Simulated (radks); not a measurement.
The numbers below are computed, except where a source is named.
Pt LXXIII, configuration [He] 2s2 2p2.

Level of theory: scalar-relativistic Kohn-Sham, BLYP, spin-polarised, spherical densities, finite nucleus; open shells are filled with parallel spins first (spin-orbit coupling, left out, can overturn this in heavy ions); Fermi nuclear charge, rms radius 5.427 fm (a radial shooting solver on a logarithmic mesh with Libxc functionals).

Energy parts (eV):
total: -263794.65
kinetic: 311533.03
electron-nucleus: -582829.29
Hartree: 10151.67
exchange-correlation: -2650.06

Orbitals (lengths in bohr, moments of r in powers of bohr):
orbital,occ.,eigenvalue (eV),<r>,<r^4>
1s up,1,-86734.02,0.01711,4.456e-07
1s down,1,-86692.14,0.01710,4.447e-07
2s up,1,-21101.79,0.07001,0.00005688
2s down,1,-21026.65,0.07011,0.00005724
2p up,2,-19412.61,0.06246,0.00004340
2p down,0,-19325.59,0.06258,0.00004380

The highest occupied level is 2p up at -19412.6 eV. The spin density at the nucleus is -258.4 e/bohr^3 (1s -805.3, 2s 547.0).
